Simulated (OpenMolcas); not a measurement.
Fe2+ (d6) among equal point charges was computed by CASSCF with the d shell active (OpenMolcas, ANO-RCC-VDZP on the metal). Its lowest spin-free states, and all those of the highest spin:

| 2S+1 | Degeneracy | E (cm-1) |
| --- | --- | --- |
| 5 | 2 | 0.0 |
| 5 | 2 | 9692 |
| 5 | 1 | 12400 |
| 3 | 2 | 22901 |
| 3 | 1 | 23458 |
| 3 | 2 | 23841 |
| 3 | 2 | 23993 |
| 3 | 2 | 25178 |
| 3 | 2 | 26957 |
| 3 | 1 | 27637 |
| 3 | 2 | 28912 |
| 3 | 2 | 29993 |

Problem. Is the site octahedral, tetrahedral or cube-like, axial, or of lower symmetry?

Solution. The states with 2S+1 = 5 have orbital degeneracies 2, 2, 1. There are pairs but no triples, so the site is axial: not cubic, but with a proper or improper axis of order three or more. The run had Fe2+ among 2 point charges of -1.5 e arranged as a linear pair (D∞h), 1.77 Å from the ion.

Without dynamic correlation the repulsion within the d shell is too large (B by tens of per cent), so at a given field states of lower spin stand too high. Point charges carry no covalency, so the field is a model and not that of real ligands. No measured value stands beside these numbers.
